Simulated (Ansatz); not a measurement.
CH5O2Si, SMILES `C[Si](O)O` radical at its PBE0-D4/def2-TZVP geometry, where that method's forces vanish. Total charge 0; spin multiplicity 2.

```csv
atom,x (Å),y (Å),z (Å)
C1,0.9262,0.2940,0.8903
Si2,-0.2079,-0.5870,-0.3021
O3,0.2654,-0.0901,-1.7982
O4,-1.7913,-0.1294,-0.1272
H5,1.9671,0.0300,0.6941
H6,0.6897,0.0339,1.9235
H7,0.8064,1.3742,0.7608
H8,-0.3328,-0.2816,-2.5229
H9,-2.3227,-0.6440,0.4818
```

Task: For each bond, give half the difference of the two atoms' forces along it (eV/Å; positive pushes the atoms apart) under PBE-D4, r2SCAN-D4, B3LYP-D4, ωB97M-V in def2-TZVPP. (Best estimate.)

Result: Computed: 
```json
{"bond": "C1–Si2", "length (Å)": "1.867", "PBE-D4": "-0.02", "r2SCAN-D4": "-0.02", "B3LYP-D4": "0.09", "ωB97M-V": "0.04"}
{"bond": "C1–H5", "length (Å)": "1.092", "PBE-D4": "0.09", "r2SCAN-D4": "-0.01", "B3LYP-D4": "-0.06", "ωB97M-V": "-0.06"}
{"bond": "C1–H6", "length (Å)": "1.091", "PBE-D4": "0.11", "r2SCAN-D4": "-0.01", "B3LYP-D4": "-0.06", "ωB97M-V": "-0.05"}
{"bond": "C1–H7", "length (Å)": "1.094", "PBE-D4": "0.10", "r2SCAN-D4": "0.00", "B3LYP-D4": "-0.05", "ωB97M-V": "-0.07"}
{"bond": "Si2–O3", "length (Å)": "1.646", "PBE-D4": "0.36", "r2SCAN-D4": "0.07", "B3LYP-D4": "0.13", "ωB97M-V": "0.13"}
{"bond": "Si2–O4", "length (Å)": "1.657", "PBE-D4": "0.32", "r2SCAN-D4": "0.07", "B3LYP-D4": "0.14", "ωB97M-V": "0.12"}
{"bond": "O3–H8", "length (Å)": "0.959", "PBE-D4": "0.34", "r2SCAN-D4": "0.01", "B3LYP-D4": "-0.03", "ωB97M-V": "-0.06"}
{"bond": "O4–H9", "length (Å)": "0.958", "PBE-D4": "0.33", "r2SCAN-D4": "0.01", "B3LYP-D4": "-0.02", "ωB97M-V": "-0.06"}
```

B3LYP here is the variant with VWN-RPA as its local correlation; programs differ in this.
